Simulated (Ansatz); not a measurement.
(F2Al-mu-PH2)3 (Al₃P₃H₆F₆) was relaxed with PBE-D4 (def2-SVP) in Ansatz in these states: charge +1 doublet, neutral singlet. The geometries follow in no particular order.

A:

```xyz
18

Al    0.108   -1.767    1.342
F     0.388   -2.874    2.553
F    -0.415   -2.135   -0.228
P    -1.344    0.067    1.956
Al   -1.620    1.583    0.128
F    -1.915    0.635   -1.255
F    -2.341    3.047    0.425
P     0.039   -0.364   -2.736
Al    1.381    0.896   -1.163
F     2.409    1.884   -2.018
F     0.175    1.860   -0.230
P     2.093   -0.588    0.545
H    -2.624   -0.426    2.353
H    -0.933    0.766    3.130
H    -0.622    0.292   -3.814
H    -0.728   -1.512   -2.404
H     3.026   -1.501   -0.037
H     2.924    0.137    1.452
```

B:

```csv
atom,x (Å),y (Å),z (Å)
Al1,1.654,-0.880,1.079
F2,2.585,-1.494,2.333
F3,2.041,-1.174,-0.542
P4,-0.653,-1.570,1.147
Al5,-1.562,-1.546,-1.091
F6,-0.990,-2.946,-1.822
F7,-3.206,-1.202,-1.116
P8,-0.479,0.441,-1.935
Al9,-0.486,2.096,-0.184
F10,-0.581,3.682,-0.725
F11,-1.641,1.463,0.880
P12,1.521,1.527,1.018
H13,-0.700,-2.896,1.674
H14,-1.437,-0.851,2.092
H15,-1.156,0.944,-3.086
H16,0.828,0.196,-2.445
H17,2.711,2.048,0.428
H18,1.549,2.159,2.295
```

Question: Judge from the bond lengths which geometry belongs to which state (an estimate).

Answer: A is the charge +1 doublet (Al5–P8 3.840 Å, Al9–F11 1.804 Å, Al9–P12 2.372 Å); B is the neutral singlet (Al5–P8 2.415 Å, Al9–F11 1.693 Å, Al9–P12 2.408 Å).
